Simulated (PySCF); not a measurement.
**Atomic charges by several schemes**

C6H16NP2 (charge +1).
Geometry (GFN2-xTB, Å), atoms numbered from 1 in this order:
```
atom  x, y, z in Å
C1    -2.7608    0.0772   -1.1268
N2    -2.1263   -0.4002    0.1025
P3    -0.5160   -0.1984    0.3894
C4    -0.2576   -0.7396    2.0903
C5     0.0754    1.5205    0.1783
C6     1.6004    1.5977    0.1304
P7     2.2436    0.6832   -1.3747
C8     1.8774   -1.0428   -0.7395
C9     0.3715   -1.2998   -0.7548
H10   -2.0503    0.0237   -1.9492
H11   -3.6041   -0.5722   -1.3577
H12   -3.1230    1.1027   -1.0393
H13   -2.7276   -0.3096    0.9133
H14   -0.7307   -0.0411    2.7799
H15   -0.6942   -1.7301    2.2147
H16    0.8068   -0.7875    2.3123
H17   -0.3478    1.9026   -0.7569
H18   -0.3329    2.1158    1.0026
H19    2.0437    1.2022    1.0476
H20    1.9016    2.6438    0.0362
H21    3.5741    0.6828   -0.9499
H22    2.2938   -1.1869    0.2607
H23    2.3681   -1.7535   -1.4087
H24   -0.0240   -1.1410   -1.7623
H25    0.1279   -2.3254   -0.4575
```

Density: PBE0/pcSseg-1 (PySCF); schemes: Mulliken, IAO, Hirshfeld and ESP-fitted. The structure is a single GFN2-xTB conformer in the gas phase; no vibrational or solvent corrections.

Question: Atoms with like bonding are taken together and averaged. Do the Mulliken, IAO, Hirshfeld and ESP-fitted schemes agree on where the charge is highest?

Answer: All schemes agree: Mulliken P3 (+0.684); IAO P3 (+1.346); Hirshfeld P3 (+0.501); ESP-fitted P3 (+0.890).

Question: Which atoms carry the lowest charge in the Mulliken, IAO, Hirshfeld and ESP-fitted schemes?

Answer: The schemes don't all agree: Mulliken N2 (-0.618); IAO C4 (-0.648); Hirshfeld N2 (-0.161); ESP-fitted C4 (-0.776).

Question: What partial charge does each atom carry?

Answer: In e; atoms taken as equivalent share a row and are averaged (×n: the atom named and its like, n in all):

```csv
atom,environment,Mulliken,IAO,Hirshfeld,ESP-fitted
C1,N-methyl carbon,-0.110,-0.314,-0.045,-0.132
N2,"nitrogen bonded to C, P and H",-0.618,-0.623,-0.161,-0.703
P3,phosphorus bonded to 3 C and N,+0.684,+1.346,+0.501,+0.890
C4,sp3 carbon bound to phosphorus,-0.428,-0.648,-0.126,-0.776
C5/C9,sp3 carbon bound to phosphorus,-0.385,-0.482,-0.095,-0.385
C6/C8,sp3 carbon bound to phosphorus,-0.456,-0.440,-0.105,-0.137
P7,phosphine phosphorus,+0.284,+0.346,+0.150,-0.204
H10/H11/H12,methyl hydrogen,+0.153,+0.166,+0.064,+0.122
H13,N–H hydrogen,+0.237,+0.289,+0.148,+0.421
H14/H15/H16,methyl hydrogen,+0.194,+0.194,+0.081,+0.263
H17/H24,methylene hydrogen,+0.196,+0.178,+0.064,+0.202
H18/H25,methylene hydrogen,+0.198,+0.181,+0.070,+0.165
H19/H22,methylene hydrogen,+0.162,+0.143,+0.045,+0.076
H20/H23,methylene hydrogen,+0.197,+0.181,+0.065,+0.174
H21,P–H hydrogen,+0.089,+0.001,+0.010,+0.157
```

Mean size of the charges over all atoms: IAO 0.314 e, ESP-fitted 0.269 e, Mulliken 0.267 e, Hirshfeld 0.099 e. Each set sums to the total charge, 1, to within 0.001 e. The IAO scheme projects the occupied orbitals on a minimal set of polarised atomic orbitals and counts the electrons in each atom's part of it.

Some averages cover members that differ in this geometry: C5/C9, ESP-fitted -0.464 to -0.307; H17/H24, ESP-fitted +0.166 to +0.238; H10/H11/H12, ESP-fitted +0.099 to +0.157; H18/H25, ESP-fitted +0.136 to +0.194 e.

Question: How many electrons does the IAO scheme count on C8?

Answer: Its own charge is -0.440 e, so Z − q = 6.440.

Question: How closely do the schemes follow one another over all atoms?

Answer: Correlation coefficient and root-mean-square difference: IAO with Hirshfeld 0.98, 0.284 e; Mulliken with IAO 0.95, 0.150 e; Mulliken with Hirshfeld 0.91, 0.197 e; IAO with ESP-fitted 0.89, 0.186 e; Mulliken with ESP-fitted 0.87, 0.168 e; Hirshfeld with ESP-fitted 0.85, 0.243 e.

These values come from a run that also computed NMR shieldings. Cost: about 3 min of CPU time on one thread; the machine was shared, so the figure is rough.
